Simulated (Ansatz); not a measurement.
## Which isomer of BFH5OSi2 gives these data?

These gas-phase data were calculated for one isomer of BFH5OSi2 at B3LYP/6-31G* (harmonic, unscaled wavenumbers; equilibrium rotational constants with average atomic masses):

- rotational constants: 11.83, 1.064, 1.031 GHz
- all wavenumbers above 1500 cm⁻¹: 2593, 2321, 2295, 2277, 2251

Candidates:

(1) `BO[Si@H](F)[SiH2]`, a doublet
(2) `F[SiH2]OB[SiH2]`, a doublet

Question: Assign the data to one candidate and say why.

Answer: Candidate (2). 1 mode lies between 2350 and 2900 cm⁻¹, one for each B–H bond, while (1) has 2.

The same quantities for all candidates:

```
     rotational constants (GHz)   wavenumbers above 1500 cm⁻¹  E above the lowest, B3LYP/6-31G* (kcal/mol)
(1)         3.548, 2.455, 1.624  2686, 2578, 2268, 2242, 2214                                          0.0
(2)         11.83, 1.064, 1.031  2593, 2321, 2295, 2277, 2251                                          0.6
```

Harmonic stretches to hydrogen usually lie a few per cent above observed fundamentals. Each candidate is one conformer. Open shells are spin-unrestricted. Programs: Ansatz 0.2.0.
